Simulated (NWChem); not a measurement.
Program: NWChem. System: Ge (-1), charge -1, spin multiplicity 4. Its SCF solution wasn't tested for a lower state. Level: ROCCSD(T)/def2-TZVPD, 9 core orbitals frozen.

Job file:

```
start mol
memory heap 100 mb stack 700 mb global 1900 mb
charge -1
geometry units angstroms nocenter noautoz
  Ge     0.000000     0.000000     0.000000
  symmetry group D2h
end
basis spherical
  * library def2-tzvpd
end
scf
  rohf
  nopen 3
  maxiter 100
  thresh 1e-7
  semidirect memsize 60000000 filesize 0
  # guess.movecs holds the orbitals of an unrestricted PBE0 run
  vectors input guess.movecs output mol.movecs
end
tce
  freeze core 9
  ccsd(t)
  2eorb
  2emet 13
  thresh 1e-6
  maxiter 100
  tilesize 24
end
task tce energy
```

NWChem printed:

```
             Northwest Computational Chemistry Package (NWChem) 7.3.0
             --------------------------------------------------------

                                NWChem Input Module
                                -------------------

 Scaling coordinates for geometry "geometry" by  1.889725989
 (inverse scale =  0.529177249)

                             Geometry "geometry" -> ""
                             -------------------------

 Output coordinates in angstroms (scale by  1.889725989 to convert to a.u.)

  No.       Tag          Charge          X              Y              Z
 ---- ---------------- ---------- -------------- -------------- --------------
    1 Ge                  32.0000     0.00000000     0.00000000     0.00000000

 Effective nuclear repulsion energy (a.u.)       0.0000000000

            Nuclear Dipole moment (a.u.)
            ----------------------------
        X                 Y               Z
 ---------------- ---------------- ----------------
     0.0000000000     0.0000000000     0.0000000000

      Symmetry information
      --------------------

 Group name             D2h
 Group number             26
 Group order               8
 No. of unique centers     1

      Symmetry unique atoms

     1


 Summary of "ao basis" -> "" (spherical)
 ------------------------------------------------------------------------------
       Tag                 Description            Shells   Functions and Types
 ---------------- ------------------------------  ------  ---------------------
 *                         def2-tzvpd                 on all atoms

 Summary of "ao basis" -> "ao basis" (spherical)
 ------------------------------------------------------------------------------
       Tag                 Description            Shells   Functions and Types
 ---------------- ------------------------------  ------  ---------------------
 Ge                        def2-tzvpd               18       54   7s5p5d1f

                                 NWChem SCF Module
                                 -----------------

  ao basis        = "ao basis"
[...]
            Beta electrons :    15
           No. of orbitals :   108
            Alpha orbitals :    54
             Beta orbitals :    54
        Alpha frozen cores :     9
         Beta frozen cores :     9
     Alpha frozen virtuals :     0
      Beta frozen virtuals :     0
         Spin multiplicity : quartet
    Number of AO functions :    54
       Number of AO shells :    18
        Use of symmetry is : on
      Symmetry adaption is : on
         Schwarz screening : 0.10D-09

          Correlation Information
          -----------------------
          Calculation type : Coupled-cluster singles & doubles w/ perturbation
   Perturbative correction : (T)
            Max iterations :      100
        Residual threshold : 0.10D-05
     T(0) DIIS level shift : 0.00D+00
     L(0) DIIS level shift : 0.00D+00
     T(1) DIIS level shift : 0.00D+00
     L(1) DIIS level shift : 0.00D+00
     T(R) DIIS level shift : 0.00D+00
     T(I) DIIS level shift : 0.00D+00
   CC-T/L Amplitude update :  5-th order DIIS
                I/O scheme : Global Array Library
        L-threshold :  0.10D-05
        EOM-threshold :  0.10D-05
 no EOMCCSD initial starts read in
 TCE RESTART OPTIONS
 SLICE:      F
 D4D5:       F
 quantumc:   F
 qrotation:  F
 pwtce:      F
 qducc:      F
 nacto:                         0
 nrotv:                         0
 nrot:                          0

            Memory Information
            ------------------
          Available GA space size is     249030968 doubles
          Available MA space size is     104852236 doubles

 Maximum block size supplied by input
 Maximum block size        24 doubles

 tile_dim =     11

 -------------------------------------------------

 Global array virtual files algorithm will be used

 Parallel file system coherency ......... OK

 4-electron integrals stored in orbital form

 v2    file size   =           110524
 4-index algorithm nr.  13 is used
 imaxsize =       30
 imaxsize ichop =        0


CCSD iterations
 ---------------------------------------------------------
 Iter          Residuum       Correlation     Cpu    Wall
 ---------------------------------------------------------
    1   0.1215948583646  -0.2131752452805     1.3     1.3
    2   0.0198449972787  -0.2029966717498     1.2     1.2
    3   0.0057343567955  -0.2068944767211     1.2     1.2
    4   0.0018910067254  -0.2064494671887     1.2     1.2
    5   0.0007419419468  -0.2067269154831     1.2     1.2
    6   0.0002504427609  -0.2067098351646     1.2     1.2
    7   0.0001047606815  -0.2067025730844     1.2     1.2
    8   0.0000522315614  -0.2067022978683     1.3     1.3
    9   0.0000254498539  -0.2067016879315     1.2     1.2
   10   0.0000136352159  -0.2067021692315     1.2     1.2
   11   0.0000024504370  -0.2067022891061     1.2     1.2
   12   0.0000008332550  -0.2067020671707     1.2     1.2
 -----------------------------------------------------------------
 Iterations converged
 CCSD correlation energy / hartree =        -0.206702067170654
 CCSD total energy / hartree       =     -2075.546197951420709

 Singles contributions

 Doubles contributions
 CCSD(T)
 Using plain CCSD(T) code
             total no. of tasks        12060
 total no. of tasks / no. procs        12060
                         wl_min            1           1.0
                         wl_max        35937           5.7
        thresh for no. of tasks        12060

 CCSD[T]  correction energy / hartree =        -0.008748454818557
 CCSD[T] correlation energy / hartree =        -0.215450521989211
 CCSD[T] total energy / hartree       =     -2075.554946406239196
 CCSD(T)  correction energy / hartree =        -0.008015278472774
 CCSD(T) correlation energy / hartree =        -0.214717345643428
 CCSD(T) total energy / hartree       =     -2075.554213229893321

 Task  times  cpu:       19.5s     wall:       19.5s

 Total times  cpu:       19.5s     wall:       19.5s
```
